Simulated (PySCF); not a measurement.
**Electronic structure of Mn⁺ (manganese, charge +1) at the UHF level**

Configuration: [Ar] 3d5 4s1, high-spin 7S determinant. All numbers are calculated (PySCF 2.14, no relativity, point nucleus, in cc-pVTZ (7s6p4d2f1g, 68 functions)).

* Total energy: -1149.649165 hartree
* One-electron energy: -1578.1802 hartree
* Hartree (Coulomb) energy: 479.4285 hartree
* Exchange energy: -50.8975 hartree
* Kinetic energy: 1149.68881 hartree
* ⟨S²⟩: 12.0004
* ⟨L²⟩: 0.000
* Sum of ⟨r⟩: 17.89 bohr
* Sum of ⟨r²⟩: 25.92 bohr²
* Density at the nucleus (Gaussians lack the cusp): 10500 bohr⁻³
* Spin density at the nucleus: 4.21 bohr⁻³
* Langevin diamagnetic susceptibility: -20.5 ×10⁻⁶ cm³/mol
* Time after the integrals: 0.49 s of wall time on 1 thread of Neoverse-N1 (shared host)

| shell | electrons | mean orbital energy (eV) | rms radius, mean of both spins (bohr) |
| --- | --- | --- | --- |
| 1s α | 1 | -6553.3 | 0.0713 |
| 1s β | 1 | -6553.1 | 0.0713 |
| 2s α | 1 | -801.91 | 0.305 |
| 2s β | 1 | -798.12 | 0.305 |
| 2p α | 3 | -684.94 | 0.274 |
| 2p β | 3 | -681.29 | 0.274 |
| 3s α | 1 | -117.45 | 0.924 |
| 3s β | 1 | -105.97 | 0.924 |
| 3p α | 3 | -82.207 | 0.991 |
| 3p β | 3 | -68.539 | 0.991 |
| 3d α | 5 | -25.398 | 1.27 |
| 4s α | 1 | -14.806 | 3.10 |
